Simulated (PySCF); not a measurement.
Compound: C4H14AsB.
Atom-mapped SMILES: `[BH3-:1][AsH2+:2][C:3]([CH3:4])([CH3:5])[CH3:6]` (hydrogens: H7, H8, H9 on B1; H10, H11 on As2; H12, H13, H14 on C4; H15, H16, H17 on C5; H18, H19, H20 on C6)

Level: PBE0/def2-SVPD in PySCF, non-relativistic, on one gas-phase PBE0-D3(BJ)/def2-SVP geometry that isn't relaxed in the solvent. The solvent is an IEF-PCM continuum (cavity from Bondi-type radii × 1.2). The model holds no explicit solvent molecules, cavitation or dispersion. Spin–orbit coupling is left out although an atom past zinc is present.

Gas phase at PBE0/def2-SVPD: HOMO -8.00 eV, LUMO -0.05 eV, dipole 4.76 D.

**Question.** What does the continuum do to the energy, the frontier levels and the dipole at PBE0/def2-SVPD in benzene and water?

**Answer.** 
```
solvent      ε  E(solvent) − E(gas) (kcal/mol)  polarisation term (kcal/mol)  distortion of the solute (kcal/mol)  HOMO (eV)  LUMO (eV)  dipole (D)
benzene  2.271                           -2.87                         -3.22                                 0.35      -7.98       0.18        5.51
  water  78.36                           -6.56                         -8.53                                 1.97      -7.95       0.42        6.53
```

Polarisation term: ½ Σ q·V over the induced surface charges. Distortion: the rise of the solute's own energy as its density leaves the gas-phase optimum. From benzene to water the lowering changes by a factor 2.29, Onsager's factor (ε − 1)/(2ε + 1) by 2.14 and ε itself by 34.5.

**Question.** Which radius a makes the point-dipole formula ΔE = −[(ε − 1)/(2ε + 1)]·μ²/a³ give the value in water, with the gas-phase dipole?

**Answer.** μ = 1.874 au and |ΔE| = 0.01045 Eh give a = 2.90 Å; the farthest nucleus lies 3.72 Å from the centroid of the nuclei, so such a sphere wouldn't even hold the nuclei. The formula assumes a rigid point dipole at the centre of a sphere.

**Question.** How does the static polarisability (PBE0/def2-SVPD, frozen core, with the continuum's full static response) change?

**Answer.** 
```json
{"medium": "gas", "isotropic (au)": "101.0", "principal values (au)": "89.9, 96.2, 116.8", "⟨r²⟩ of the electrons (bohr²)": "1009.4"}
{"medium": "benzene", "isotropic (au)": "117.1", "principal values (au)": "104.7, 112.5, 134.1", "⟨r²⟩ of the electrons (bohr²)": "1010.3"}
{"medium": "water", "isotropic (au)": "144.4", "principal values (au)": "132.7, 141.7, 158.9", "⟨r²⟩ of the electrons (bohr²)": "1011.6"}
```

The isotropic value in water is 1.43 times the gas-phase one; no cavity-field correction is applied. ⟨r²⟩ is taken about the centre of nuclear charge.

Conformer computed: `[BH3-:1][AsH2+:2][C:3]([CH3:4])([CH3:5])[CH3:6]`: B1–As2–C3–C4 60°.
